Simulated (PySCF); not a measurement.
Gas-phase reaction: Sb₂ + 3 C₄H₁₀ (isobutane) ⇌ 2 Sb(CH₃)₃ + 2 C₃H₆ (propylene)

Computed with PySCF and rigid-rotor harmonic-oscillator thermochemistry at 1 bar. † marks an energy on the PBE0/def2-TZVP geometry and frequencies; other levels use their own. MP2 freezes the core. All species are closed-shell singlets. Sb: scalar-relativistic def2 core potential, no spin-orbit coupling. MP2 isn't extrapolated to the basis-set limit.

ωB97M-V/def2-TZVP† gives ΔH°(298 K) = 205 kJ.

Question: What do M06-2X/def2-TZVP†, PBE0/def2-TZVP, MP2/def2-TZVPP† give?

Answer: M06-2X/def2-TZVP†: 197 kJ; PBE0/def2-TZVP: 246 kJ; MP2/def2-TZVPP†: 269 kJ. For scale, ΔH°(298 K) is 205 kJ at this level, 212 kJ at ωB97X-V/def2-TZVP†, and runs from 197 to 440 kJ over the 15 levels computed.
